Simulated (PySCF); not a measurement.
How methods differ on the excitation energy of Rb

Rb [Kr] 5s1 (2S) → Rb [Kr] 5p1 (2P), as a difference of total energies. Calculation: PySCF 2.14, in x2c-QZVPPall with one added diffuse shell each of s, p, d, f, g type (14s9p8d4f3g, 136 functions); scalar relativity by spin-free X2C-1e. Correlated levels: valence and next inner shell: [Ar] 3d10 frozen. The calculations carry no spin-orbit coupling.

```
                                method  excitation energy (cm⁻¹)  error (cm⁻¹)
                                   UHF                     10839         -1899
                                   LDA                     12322          -415
                                   PBE                     10957         -1780
                                  PBE0                     10985         -1752
                                r2SCAN                     10620         -2117
                                revPBE                     10298         -2439
                                  BP86                     11092         -1645
                                 B97-3                     10525         -2212
    MP2 (valence and next inner shell)                     12545          -193
SCS-MP2 (valence and next inner shell)                     12202          -536
```

Reference: 12737 cm⁻¹ (measured; NIST levels, between the centres of gravity of the two terms).
